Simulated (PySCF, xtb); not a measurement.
Si(F)2(NMe2)(nBu) (C6H15F2NSi), SMILES N(C)([Si](F)(CCCC)F)C. One conformer was computed; it need not be the lowest.

Harmonic wavenumbers (cm⁻¹) from xtb with GFN2-xTB at its own minimum, in rising order: 26, 36, 63, 71, 110, 110, 151, 162, 180, 201, 211, 236, 245, 266, 287, 352, 411, 419, 664, 727, 790, 794, 823, 870, 908, 938, 1036, 1050, 1061, 1072, 1090, 1101, 1117, 1125, 1200, 1215, 1243, 1272, 1291, 1324, 1330, 1374, 1416, 1416, 1426, 1474, 1480, 1483, 1492, 1496, 1499, 1503, 1505, 1507, 2917, 2925, 2954, 2959, 2960, 2969, 2975, 2984, 2989, 2995, 3032, 3033, 3039, 3050, 3059.

Task: What does PySCF with B3LYP-D3(BJ)/def2-SVP give at its own minimum? (An estimate is asked for; the answer gives what the named calculation found.)

Result: 32, 36, 65, 73, 109, 128, 167, 202, 216, 229, 233, 258, 270, 294, 344, 363, 430, 442, 656, 704, 756, 770, 867, 889, 903, 923, 1022, 1030, 1034, 1073, 1094, 1099, 1115, 1170, 1215, 1216, 1235, 1295, 1325, 1326, 1338, 1392, 1403, 1430, 1438, 1454, 1464, 1465, 1467, 1471, 1475, 1483, 1485, 1509, 2974, 2981, 3012, 3021, 3024, 3026, 3030, 3036, 3045, 3064, 3081, 3102, 3109, 3116, 3129. Paired by order, the mean absolute difference is 27 cm⁻¹ and the zero-point energies are 130.8 and 132.4 kcal/mol.
